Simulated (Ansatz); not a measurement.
`CC(F)CBr` → `CCBr` + `[CH]F` at 298.15 K and 1 bar (formal loss of a carbene).

Program: Ansatz. Geometries: PBE0-D4/def2-TZVP. ΔE: electronic, gas phase. CBS: MP2 limit from def2 TZ/QZ plus the TZ coupled-cluster correction, frozen cores. This one scheme is used for every species. For Br outer-core shells are correlated without core-valence functions, which leaves a few kJ/mol of doubt a bond. Scalar relativity is left out up to krypton. One conformer a species, not always the lowest.

```
   species  CCSD(T)/CBS energy (Eh)  H − E (kJ/mol)  S (J/(mol·K))
`CC(F)CBr`              -2790.88382           246.6          335.5
    `CCBr`              -2652.43806           186.9          286.2
   `[CH]F`               -138.29972            42.7          223.2
```

H − E and S are ideal-gas, rigid-rotor, harmonic terms from PBE0-D4/def2-TZVP, for one conformer and one mirror image of each species. 1 Eh = 2625.50 kJ/mol, R = 8.31446 J/(mol·K).

Problem. By hand: ΔE, ΔH, ΔS and ΔG.

Solution. ΔE = (-2652.43806) + (-138.29972) − (-2790.88382) = 0.14604 Eh = 383.4 kJ/mol. Δ(H − E) = 186.9 + 42.7 − 246.6 = -17.0, so ΔH = 366.4 kJ/mol. ΔS = 286.2 + 223.2 − 335.5 = 173.9 J/(mol·K). ΔG = 366.4 − 298.15 × (173.9)/1000 = 314.6 kJ/mol.

Problem. By hand: the equilibrium constant, and the temperature at which ΔG would vanish if ΔH and ΔS stayed fixed.

Solution. log₁₀ K = −ΔG/(RT ln 10) = -55.1. ΔG = 0 at ΔH/ΔS = 2107 K.

The number of gas molecules changes by +1, which sets the sign of ΔS. A doubt of 5 kJ/mol in ΔE shifts log₁₀ K by 0.9 here. Other conformers and mirror images would add mixing entropy, several J/(mol·K) or more a flexible species. These are equilibria of isolated gas molecules and say nothing of rates. Largest T1 diagnostic: 0.018 (customary marks: 0.02 for closed shells, 0.045 for open ones).
